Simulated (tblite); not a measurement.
Compound: C7H16N2.
Atom-mapped SMILES: `[CH3:1]/[CH:2]=[N:3]\[N:4]([CH2:5][CH3:6])[CH:7]([CH3:8])[CH3:9]` (hydrogens: H10, H11, H12 on C1; H13 on C2; H14, H15 on C5; H16, H17, H18 on C6; H19 on C7; H20, H21, H22 on C8; H23, H24, H25 on C9)

The geometry is computed with GFN2-xTB (gas phase).

(1) List the bond lengths, angles and torsions at this level.

Answers

(1) 
```csv
bond,length (Å),order
C1–C2,1.509,single
C2=N3,1.266,double
N3–N4,1.322,single
N4–C5,1.448,single
C5–C6,1.531,single
N4–C7,1.458,single
"C7–C8, C7–C9",1.529,single
"C1–H10, C1–H11, C1–H12",1.090,single
C2–H13,1.084,single
"C5–H14, C5–H15",1.092,single
"C6–H16, C6–H17, C6–H18",1.088,single
C7–H19,1.095,single
C8–H20 and 5 like bonds,1.087,single
```

Bonds in one row agree within 0.01 Å and their mean is given. Orders are formal, as drawn. A selection of angles:
```csv
angle,degrees
C2–C1–H10,112.0
C2–C1–H11,109.2
H10–C1–H11,108.2
H10–C1–H12,108.5
C1–C2–N3,133.1
C1–C2–H13,114.8
N3–C2–H13,112.2
C2–N3–N4,131.2
N3–N4–C5,127.5
N3–N4–C7,112.9
C5–N4–C7,118.2
N4–C5–C6,113.3
N4–C5–H14,108.7
N4–C5–H15,107.7
C6–C5–H14,110.1
H14–C5–H15,107.5
C5–C6–H16,110.6
C5–C6–H17,110.2
H16–C6–H17,108.5
H17–C6–H18,108.8
N4–C7–C8,109.4
N4–C7–C9,111.3
N4–C7–H19,107.0
C8–C7–C9,110.7
C8–C7–H19,109.2
C7–C8–H20,110.2
C7–C8–H21,110.6
H20–C8–H21,108.9
```

Torsions: C1–C2–N3–N4 -2° (synperiplanar); C2–N3–N4–C5 6° (synperiplanar); N3–N4–C5–C6 89° (synclinal); N3–N4–C7–C8 64° (synclinal). The mirror-image conformer, all signs reversed, is as good.

N3 (C=N nitrogen) is bent (angle 131.2°). N4 (nitrogen bonded to 2 C and N) is almost planar (angles 127.5°, 118.2° and 112.9°, sum 358.6°, 0.09 Å off the plane of its three neighbours). The 3 C–N bonds span 1.266 Å (C2=N3, drawn double) to 1.458 Å (N4–C7, drawn single), a spread of 0.192 Å. Of the pairs four or more bonds apart, C1···H14 is among the closest relative to their van der Waals radii: 2.50 Å, 86 % of the sum of Bondi's values. The 4 C–C bonds span 1.509 Å (C1–C2, drawn single) to 1.531 Å (C5–C6, drawn single), a spread of 0.022 Å.

Point group: C1 (no symmetry element, even within 0.4 Å). Its GFN2-xTB frequencies are all real (lowest 54 cm⁻¹). The numbers are those of one conformer. 3 starts were optimised and ended at 0.00, 0.10 and 1.45 kcal/mol (GFN2-xTB); the lowest of these is shown.

On one thread, Intel Xeon at 2.50 GHz (x86_64), no GPU, on a shared host, this took 4.1 s wall. This is the geometry optimisation.
